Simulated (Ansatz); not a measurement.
Relaxation of C$_{2}$H$_{8}$OSi (12 atoms, charge 0, multiplicity 1), to a largest force component of 0.02 eV/Å in at most 40 steps.

These are results of RKS PBE0/6-31G (Ansatz), not measurements.

```xyz
12
Properties=species:S:1:pos:R:3
Si 0.000 0.000 0.000
C 0.000 0.000 1.870
H -1.000 -0.309 2.240
H 0.768 -0.711 2.240
H 0.232 1.020 2.240
H 1.377 0.000 -0.486
O -0.791 1.371 -0.559
C -2.151 1.418 -0.965
H -2.769 0.822 -0.261
H -2.502 2.471 -0.964
H -2.247 0.998 -1.988
H -0.688 -1.191 -0.486
```

Where does it end, and by what steps?

The run converged. Limits of this set-up: no polarisation functions. After 13 steps the energy has fallen by 0.197 eV; H11 moved furthest, 0.81 Å.

| step | energy less start (eV) | largest force component (eV/Å) | accepted |
| --- | --- | --- | --- |
| 0 | 0.0000 | 1.342 | yes |
| 1 | -0.1356 | 0.655 | yes |
| 2 | -0.1597 | 0.133 | yes |
| 3 | -0.1641 | 0.062 | yes |
| 4 | -0.1641 | 0.364 | no |
| 5 | -0.1700 | 0.052 | yes |
| 6 | -0.1750 | 0.125 | yes |
| 7 | -0.1769 | 0.312 | yes |
| 8 | -0.1921 | 0.034 | yes |
| 9 | -0.1929 | 0.154 | yes |
| 10 | -0.1953 | 0.131 | yes |
| 11 | -0.1964 | 0.035 | yes |
| 12 | -0.1960 | 0.067 | no |
| 13 | -0.1966 | 0.006 | yes |

```xyz
12
Properties=species:S:1:pos:R:3
Si 0.125 0.054 -0.061
C -0.102 -0.078 1.822
H -1.148 -0.259 2.091
H 0.497 -0.910 2.209
H 0.226 0.842 2.314
H 1.556 0.327 -0.408
O -0.747 1.385 -0.755
C -2.177 1.421 -0.874
H -2.667 1.484 0.108
H -2.433 2.313 -1.448
H -2.565 0.538 -1.402
H -0.337 -1.231 -0.714
```

Whether the end is a true minimum wasn't checked by a vibrational analysis.

Run time: 46 s on 1 thread of Arm Neoverse V1, with other jobs on the host, peak memory 0.13 GiB.
